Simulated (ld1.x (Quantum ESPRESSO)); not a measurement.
## bismuth (Bi): variants of one TM potential

Base potential:

| Quantity | Value |
| --- | --- |
| Element | bismuth (Bi) |
| Generator | ld1.x (Quantum ESPRESSO) 7.5 |
| Type | norm-conserving Troullier–Martins (Kleinman–Bylander form) |
| Functional | BLYP |
| Relativity | scalar-relativistic |
| Frozen core | [Xe] 4f14 |
| Valence charge | 15 |
| Reference configuration | 5d10 6s2 6p2 (charge +1) |
| Partial waves | 6s (bound): rc 1.70 bohr; 6p (bound): rc 1.70 bohr; 5f channel at 0.45 Ry: rc 1.50 bohr; 5d (bound): rc 1.10 bohr |
| Local potential | the d channel |
| Core correction | a·sin(br)/r model core, default radius (core density twice the valence density) |

Cutoffs, loose and tight: the cutoffs (Ry, on a coarse ladder) from which the occupation-weighted sum of valence levels, in a spherical-Bessel basis at the reference potential, stays within 10 and 1 mRy of its value at 400 Ry. They do not see the model core or the augmentation charge, which bear on the density cutoff. Test errors are all-electron minus pseudo excitation energies from the reference, over the configurations 5d10 6s2 6p3; 5d10 6s2 6p1; 5d10 6s2 6p0; 5d10 6s1 6p4; 5d10 6s2 6p2.5; 5d10 6s0 6p5; 5d10 6s2 6p3.3. A dash means not determined; rows that change the core or the reference have their own tests. The largest error is taken over the tests solved by every variant that gives reliable tests at all: 5d10 6s0 6p5; 5d10 6s2 6p2.5; 5d10 6s2 6p3; 5d10 6s2 6p3.3.

A true bound ghost makes a file unfit for plane-wave use even where its test errors are small: the radial tests pick states by their node count and pass the ghost by. Where a test does run into it, the solver fails or the error is huge.

```csv
change,outcome,"cutoff, loose","cutoff, tight",bound ghosts,largest test error (meV)
base,generated,90 Ry,140 Ry,"s, p",-31
wave 6s (bound): rc 1.70 bohr becomes 6s (bound): rc 1.32 bohr,generated,140 Ry,230 Ry,"s, p",-129
wave 6s (bound): rc 1.70 bohr becomes 6s (bound): rc 1.50 bohr,generated,100 Ry,160 Ry,"s, p",-27
wave 6s (bound): rc 1.70 bohr becomes 6s (bound): rc 1.68 bohr,generated,90 Ry,140 Ry,"s, p",-31
wave 6s (bound): rc 1.70 bohr becomes 6s (bound): rc 1.88 bohr,generated,90 Ry,140 Ry,"s, p",-33
wave 6s (bound): rc 1.70 bohr becomes 6s (bound): rc 2.18 bohr,generated,90 Ry,140 Ry,"s, p",-37
wave 6s (bound): rc 1.70 bohr becomes 6s (bound): rc 2.28 bohr,generated,90 Ry,140 Ry,"s, p",-43
```

(1) What comes out with this change to the base: wave 6s (bound): rc 1.70 bohr becomes 6s (bound): rc 1.14 bohr?

(2) What comes out with this change to the base: wave 6s (bound): rc 1.70 bohr becomes 6s (bound): rc 2.54 bohr?

## Answers

(1) outcome: generated; cutoff, loose: over 300 Ry; cutoff, tight: over 300 Ry; bound ghosts: s, p; largest test error (meV): -289.

(2) outcome: generated; cutoff, loose: 90 Ry; cutoff, tight: 140 Ry; bound ghosts: s, p; largest test error (meV): -71.

Reading the sweep of the s radius (base included, trends over the rows without a ghost): Bound ghosts are found at 1.14, 1.32, 1.5, 1.68, 1.7, 1.88, 2.18, 2.28, 2.54 bohr. Every judged row has one, so this setting neither creates nor removes them.
